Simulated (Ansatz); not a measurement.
Mulliken charges of Cl3F2Ta (`[F][Ta]([F])([Cl])([Cl])[Cl]`) from PBE/def2-TZVPP in Ansatz (PBE0-D4/def2-TZVP geometry).

| atom | x (Å) | y (Å) | z (Å) | charge (e) |
| --- | --- | --- | --- | --- |
| F1 | 1.703 | 0.198 | -0.856 | -0.191 |
| Ta2 | 0.081 | -0.036 | -0.003 | 0.843 |
| F3 | 0.980 | -1.237 | 1.120 | -0.222 |
| Cl4 | -1.361 | -1.681 | -0.614 | -0.116 |
| Cl5 | -0.851 | 1.480 | -1.492 | -0.197 |
| Cl6 | -0.510 | 1.213 | 1.799 | -0.116 |

Task: By hand: the dipole of these point charges (1 e Å = 4.8032 D).

Result: Σ q r = (-0.090, -0.031, 0.069) e Å, of length 0.118 e Å = 0.57 D.

Task: How does the dipole of the full density compare? (An estimate is asked.)

Result: Ansatz gave: (-0.102, -0.009, 0.047) e Å, 0.54 D; the point charges give 1.06 times that, at 16° from its direction.

Point charges leave out the atoms' own dipoles, such as those of lone pairs, and Mulliken's split depends on the basis, so the close match here is no proof of good charges.
